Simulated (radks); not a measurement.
Xe XXVII, 28 electrons, occupied as [Ar] 3d10 (the NIST ground configuration). Method: scalar-relativistic Kohn-Sham, BLYP, spin-polarised, spherical densities, finite nucleus; Fermi nuclear charge, rms radius 4.7859 fm; computed with a radial shooting solver on a logarithmic mesh with Libxc functionals. Some entries of the table are withheld. Estimate them.

orbital  occ.  eigenvalue (eV)  <r> (bohr)
1s          2        -35249.66     0.02665
2s          2        -6199.882         (1)
2p          6        -5654.877         (2)
3s          2        -1893.116      0.3012
3p          6        -1716.437         (3)
3d         10        -1459.626      0.2719

Answer. 
(1) 2s <r> (bohr): 0.1144
(2) 2p <r> (bohr): 0.1000
(3) 3p <r> (bohr): 0.2977
